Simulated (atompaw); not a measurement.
## Logarithmic derivatives: scandium, PAW (atompaw)

```
Element                 : Sc (Z = 21)
Generator               : atompaw 4.2.0.5
Type                    : PAW
Functional              : PBE
Relativity              : scalar-relativistic
Frozen core             : [Ar]
Valence charge          : 3
Reference configuration : 3d1 4s1.5 4p0.5
Partial waves           : 4s (bound): rc 3.00 bohr; 4s channel at 3.05 Ry: rc 3.00 bohr; 4p (bound): rc 3.00 bohr; 4p channel at 0.85 Ry: rc 3.00 bohr; 3d (bound): rc 1.85 bohr; 3d channel at 2.05 Ry: rc 3.00 bohr
Local potential         : troulliermartins scheme with l = 3 at 0 Ry, radius 2.10 bohr
Core correction         : smooth core density matched at 2.50 bohr
Augmentation charge     : besselshape compensation charge, radius 2.30 bohr; PAW radius 3.00 bohr; waves and projectors: custom rrkj vanderbiltortho
```

The phase is arctan(r·u′/u) with u = r·R(r), unwrapped; energies in Ry, scanned from -2 to 5 Ry. A pole is an energy at which the radial function vanishes at the test radius. The pseudo phase is shifted by a multiple of π to meet the all-electron one at the reference energy, and phase errors are pseudo minus all-electron; the curves can meet again beyond the range given. Levels narrower than the energy grid can be missing from the lists of poles.

Task: For each channel, where are the poles, and over which energies does the pseudopotential scatter like the atom?

Result:

```csv
channel,radius (bohr),reference energy (Ry),"poles, all-electron","poles, pseudo",unbroken range about the reference energy with phases within 0.05 rad,phase error 1 Ry above the reference energy (rad)
s,3.01,-0.33,1.41,1.40,below 4.0,-0.002
p,3.01,-0.13,2.17,"0.15, 2.23",below 0.1,-3.142
d,3.01,-0.28,"-0.08, 3.39","-0.07, 3.44",below 4.8,+0.005
```

Note: ghost state, extra bound levels that the all-electron valence spectrum of the same l lacks: s at -30.7 eV. A true bound ghost makes a file unfit for plane-wave use.

Phases in the p channel:

| E (Ry) | all-electron | pseudo |
| --- | --- | --- |
| -2.00 | 1.340 | 1.319 |
| -1.76 | 1.315 | 1.301 |
| -1.52 | 1.288 | 1.278 |
| -1.28 | 1.256 | 1.248 |
| -1.04 | 1.215 | 1.209 |
| -0.80 | 1.159 | 1.155 |
| -0.56 | 1.077 | 1.074 |
| -0.32 | 0.943 | 0.943 |
| -0.08 | 0.700 | 0.700 |
| 0.16 | 0.219 | -2.895 |
| 0.40 | -0.473 | -3.609 |
| 0.64 | -0.955 | -4.096 |
| 0.88 | -1.200 | -4.342 |
| 1.12 | -1.335 | -4.476 |
| 1.36 | -1.420 | -4.560 |
| 1.60 | -1.478 | -4.617 |
| 1.84 | -1.523 | -4.660 |
| 2.08 | -1.558 | -4.694 |
| 2.32 | -1.589 | -4.723 |
| 2.56 | -1.617 | -4.749 |
| 2.80 | -1.645 | -4.772 |
| 3.04 | -1.672 | -4.796 |
| 3.28 | -1.702 | -4.820 |
| 3.52 | -1.737 | -4.845 |
| 3.76 | -1.780 | -4.875 |
| 4.00 | -1.837 | -4.910 |
| 4.24 | -1.920 | -4.954 |
| 4.48 | -2.059 | -5.016 |
| 4.72 | -2.328 | -5.109 |
| 4.96 | -2.908 | -5.267 |
